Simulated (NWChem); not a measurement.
System: C₃H₅BFN; SMILES NB(F)C=C=C

Input file for NWChem:

```
start job
memory heap 200 mb stack 900 mb global 1100 mb
geometry units angstroms noautosym nocenter noautoz
  C      0.251083    -2.710765     0.000000
  C     -0.309087    -1.530600     0.000000
  C     -0.850953    -0.333417     0.000000
  B      0.005613     0.972830     0.000000
  N     -0.579273     2.244030     0.000000
  F      1.344644     0.891602     0.000000
  H      0.496302    -3.220276     0.937539
  H      0.496302    -3.220276    -0.937539
  H     -1.948555    -0.276356     0.000000
  H     -0.025954     3.090600     0.000000
  H     -1.577410     2.394926     0.000000
end
basis spherical
  * library sto-3g
end
dft
  xc b3lyp
  iterations 150
end
property
  response 1 0.0773
end
task dft property
```

STO-3G and 3-21G are far too small for this property and stand as cheap habits. The geometry was optimised at PBE0/def2-SVP.

Field at 589 nm.

Problem. Give the results of this calculation. (B3LYP/STO-3G.) Quantities: isotropic polarisability (bohr³); anisotropy (bohr³).

Solution. The isotropic polarisability (bohr³) comes out as 32.8 and the anisotropy (bohr³) is 51.9.
